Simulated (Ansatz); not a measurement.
`NB1O[SiH2]1` and `OB1O[SiH2]1` differ in one atom or group.

Ansatz, PBE0-D4/def2-TZVP geometries, multiplicity 1. Each molecule was computed in one conformer, which needn't be the lowest.

```csv
property,`NB1O[SiH2]1`
HOMO energy (B3LYP/def2-TZVPP) / eV,-6.63
"ideal-gas entropy at 298 K and 1 bar (rigid rotor, harmonic PBE0-D4/def2-TZVP) / J/(mol·K)",293
HOMO energy (ωB97M-V/def2-TZVPP) / eV,-8.97
size of the dipole moment (PBE/def2-TZVPP) / D,2.03
LUMO energy (ωB97M-V/def2-TZVPP) / eV,1.29
LUMO energy (B3LYP/def2-TZVPP) / eV,-0.66
```

Question: What does the change do to each property? (Estimate.)

Answer: Computed: 
```json
{"property": "HOMO energy (B3LYP/def2-TZVPP) / eV", "`OB1O[SiH2]1`": "-6.88", "shift": "-0.25"}
{"property": "ideal-gas entropy at 298 K and 1 bar (rigid rotor, harmonic PBE0-D4/def2-TZVP) / J/(mol·K)", "`OB1O[SiH2]1`": "288", "shift": "-5"}
{"property": "HOMO energy (ωB97M-V/def2-TZVPP) / eV", "`OB1O[SiH2]1`": "-9.21", "shift": "-0.24"}
{"property": "size of the dipole moment (PBE/def2-TZVPP) / D", "`OB1O[SiH2]1`": "2.37", "shift": "0.34"}
{"property": "LUMO energy (ωB97M-V/def2-TZVPP) / eV", "`OB1O[SiH2]1`": "0.97", "shift": "-0.32"}
{"property": "LUMO energy (B3LYP/def2-TZVPP) / eV", "`OB1O[SiH2]1`": "-1.01", "shift": "-0.35"}
```

With PBE0 the HOMO falls by 0.25 eV and the LUMO falls by 0.35 eV, so the gap narrows by about 0.10 eV. PBE moves the HOMO by -0.22 eV and ωB97M-V by -0.24 eV. The zero-point energy changes by -31.8 kJ/mol with -3 modes. Dipoles are sizes alone; their direction can turn.

B3LYP here is the variant with VWN-RPA as its local correlation; programs differ in this.
